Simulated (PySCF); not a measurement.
## Polarisability and C₆ of Ni (nickel, neutral)

[Ar] 3d7 4s2 4p1, one real determinant (an excited configuration). Computed with PySCF 2.14 in x2c-QZVPPall with one added diffuse shell each of s, p, d, f, g type (12s8p7d5f3g, 133 functions), with the spin-free X2C one-electron Hamiltonian (Gaussian nucleus). Coupled (time-dependent) response in atomic units; α is the mean over directions.

```
method  mean α (bohr³)         α xx, yy, zz  C₆ (like pair)  S(−4)
  PBE0           65.55  52.79, 90.74, 53.13           623.2   2554
```

S(−4) is the Cauchy moment in α(ω) = α(0) + S(−4) ω² + …

α(iu) at PBE0:

| u (hartree) | α(iu) (bohr³) |
| --- | --- |
| 0 | 65.55 |
| 0.0500 | 60.01 |
| 0.100 | 49.20 |
| 0.200 | 31.17 |
| 0.300 | 20.53 |
| 0.500 | 10.64 |
| 0.750 | 5.990 |
| 1.00 | 3.977 |
| 1.50 | 2.263 |
| 2.00 | 1.530 |
| 3.00 | 0.8777 |
| 5.00 | 0.4194 |

The components differ because the open shell of this determinant is not spherical; for a pure term their mean is the scalar polarisability.

⟨L²⟩ = 13.95 against 20 for a pure G term, so this real determinant mixes terms.
